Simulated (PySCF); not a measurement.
A structure optimised at B3LYP-D3(BJ)/def2-SVP, used in a PySCF frequency run:

```xyz
8

Ge     0.0484     0.2790     0.0000
C     -1.7984    -0.2987     0.0000
F      0.8508    -0.4262    -1.3750
F      0.8508    -0.4262     1.3750
H      0.3804     1.7775     0.0000
H     -2.3112     0.0783    -0.8969
H     -2.3112     0.0783     0.8969
H     -1.8294    -1.3978     0.0000
```

**Question.** Write its SMILES, formula and point group.

**Answer.** [CH3][GeH]([F])[F], CH₄F₂Ge, Cs

**Question.** What are its rotational constants (standard atomic weights)?

**Answer.** 5.4907, 5.1013, 3.2829 GHz
